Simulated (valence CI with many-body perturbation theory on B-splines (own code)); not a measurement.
Er¹⁹⁺: calculated level list

Computed by configuration interaction combined with many-body perturbation theory (CI+MBPT): three valence electrons over a frozen Dirac-Fock core [Kr] 4d10, radial functions for each j: 8 s, 8 p, 9 d, 9 f, 6 g, 3 h, 2 i, with the one-electron correlation potential Σ1, the two-electron term Σ2, the three-electron term Σ3, Breit, model QED; selected CI, second order for the rest, scaled by the run's own slope (own B-spline code, finite nucleus).

No measured spectrum was set against this ion. As an estimate, terms of the open shell hold to a few per cent of their energy, and close levels can change places. Core correlation moves these levels by up to 42000 cm⁻¹, and in measured spectra 5 to 20 % of such shifts remained as error; rates that hang on mixing are uncertain with them.

Levels 46 to 64 of 64, with energies above the lowest level, 4f³ ⁴I°_9/2. "Leading %" is the weight of the configuration and term that name the level; weights of strongly mixed levels are sums over their largest components and can fall short. In the jj column 3d3/2^4 stands for four electrons in 3d with j = 3/2. Lifetimes count E1, E2, E3, M1 and M2 decay at the calculated energies, and are blank where another channel may lead or the interval is too uncertain; long ones can be off by a factor of two.

| No. | Configuration | Term | J | E (eV) | Leading % | Leading jj | g | Lifetime |
| --- | --- | --- | --- | --- | --- | --- | --- | --- |
| 46 | 4f²5s | ⁴F | 5/2 | 44.962 | 83 | 4f5/2^2 5s (63 %) | 1.020 | 3.76 μs |
| 47 | 4f²5s | ²H | 9/2 | 45.261 | 61 | 4f5/2 4f7/2 5s (81 %) | 0.962 | 4.91 μs |
| 48 | 4f²5s | ⁴F | 7/2 | 45.728 | 91 | 4f5/2 4f7/2 5s (97 %) | 1.204 | 3.88 μs |
| 49 | 4f²5s | ⁴H | 13/2 | 45.851 | 98 | 4f7/2^2 5s (75 %) | 1.227 | 11.6 μs |
| 50 | 4f²5s | ⁴F | 9/2 | 45.995 | 56 | 4f5/2 4f7/2 5s (95 %) | 1.199 | 4.52 μs |
| 51 | 4f²5s | ²G | 7/2 | 46.586 | 59 | 4f5/2 4f7/2 5s (90 %) | 0.972 | 3.98 μs |
| 52 | 4f²5s | ²F | 5/2 | 46.668 | 81 | 4f5/2 4f7/2 5s (79 %) | 0.896 | 2.82 μs |
| 53 | 4f²5s | ²H | 11/2 | 47.103 | 90 | 4f7/2^2 5s (66 %) | 1.087 | 2.92 μs |
| 54 | 4f²5s | ²G | 9/2 | 47.875 | 58 | 4f7/2^2 5s (95 %) | 1.186 | 4.57 μs |
| 55 | 4f²5s | ²F | 7/2 | 48.558 | 67 | 4f7/2^2 5s (94 %) | 1.073 | 2.63 μs |
| 56 | 4f²5s | ²D | 5/2 | 49.194 | 59 | 4f5/2 4f7/2 5s (74 %) | 1.297 | 1.64 μs |
| 57 | 4f²5s | ²D | 3/2 | 49.345 | 73 | 4f5/2 4f7/2 5s (59 %) | 0.933 | 1.74 μs |
| 58 | 4f²5s | ⁴P | 1/2 | 49.762 | 94 | 4f5/2^2 5s (62 %) | 2.594 | 1.94 μs |
| 59 | 4f²5s | ⁴P | 3/2 | 50.372 | 86 | 4f5/2 4f7/2 5s (90 %) | 1.633 | 1.32 μs |
| 60 | 4f²5s | ²I | 13/2 | 50.691 | 98 | 4f5/2 4f7/2 5s (75 %) | 1.078 | 1.58 μs |
| 61 | 4f²5s | ²I | 11/2 | 50.719 | 97 | 4f5/2 4f7/2 5s (72 %) | 0.926 | 1.50 μs |
| 62 | 4f²5s | ⁴P | 5/2 | 51.406 | 68 | 4f7/2^2 5s (88 %) | 1.465 | 1.18 μs |
| 63 | 4f²5s | ²P | 1/2 | 51.478 | 95 | 4f5/2 4f7/2 5s (82 %) | 0.745 | 501 ns |
| 64 | 4f²5s | ²P | 3/2 | 52.445 | 84 | 4f7/2^2 5s (67 %) | 1.268 | 515 ns |

Names give the largest LS component (configuration and term), which can be under half, so a name can repeat, a term be missing and a line seem to break the LS rules; names also repeat where a configuration has a term twice.

Where two levels of one J and parity lie close, their mixing, g and order are uncertain.
